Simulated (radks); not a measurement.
The numbers below are computed, except where a source is named.
Spin polarisation of the 3p2 shell in neutral silicon. Start: [Ne] 3s2 3p(up 1, down 1); electrons of 3p are moved from spin down to spin up, other shells keep equal spins. Code: a radial shooting solver on a logarithmic mesh with Libxc functionals. Model: non-relativistic Kohn-Sham, TPSS, spin-polarised, spherical densities, point nucleus; meta-GGA in the generalised Kohn-Sham scheme.

moment (Bohr magnetons)  E - E(0) (eV)  e(3p up) (eV)  e(3p down) (eV)  3s down minus up (eV)
0                                0.000         -4.088           -4.088                 0.000
0.5                             -0.055         -4.290           -3.853                  0.490
1                               -0.218         -4.459           -3.587                  0.985
1.5                             -0.491         -4.596           -3.288                  1.495
2                               -0.871         -4.692           -2.965                  2.019

At moment 2 the spin-polarisation energy is -0.871 eV and the 3p exchange splitting 1.727 eV, that is 0.863 eV per Bohr magneton; E = -I m^2/4 would give I = 0.871 eV.
